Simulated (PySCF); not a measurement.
# Dipole response of V+ (vanadium, charge +1)

[Ar] 3d4, high-spin 5D determinant. All numbers are calculated (PySCF 2.14, no relativity, point nucleus, in aug-cc-pVTZ with one added diffuse shell each of s, p, d, f, g type (9s8p6d4f3g, 118 functions)). Coupled (time-dependent) response in atomic units; α is the mean over directions.

```tsv
method	mean α (bohr³)	α xx, yy, zz	C₆ (like pair)	S(−4)
UHF	11.35	10.19, 10.19, 13.65	41.58	155.1
PBE	18.18	16.76, 16.76, 21.02	69.05	558.9
```

S(−4) is the Cauchy moment in α(ω) = α(0) + S(−4) ω² + …

α(iu) at UHF:

```tsv
u (hartree)	α(iu) (bohr³)
0	11.35
0.0500	10.98
0.100	10.08
0.200	8.046
0.300	6.529
0.500	4.727
0.750	3.490
1.00	2.727
1.50	1.821
2.00	1.302
3.00	0.7542
5.00	0.3428
```

For an ion, C₆ is the dispersion term alone; charge-induced terms of lower order in 1/R come first.

The components differ because the open shell of this determinant is not spherical; for a pure term their mean is the scalar polarisability.
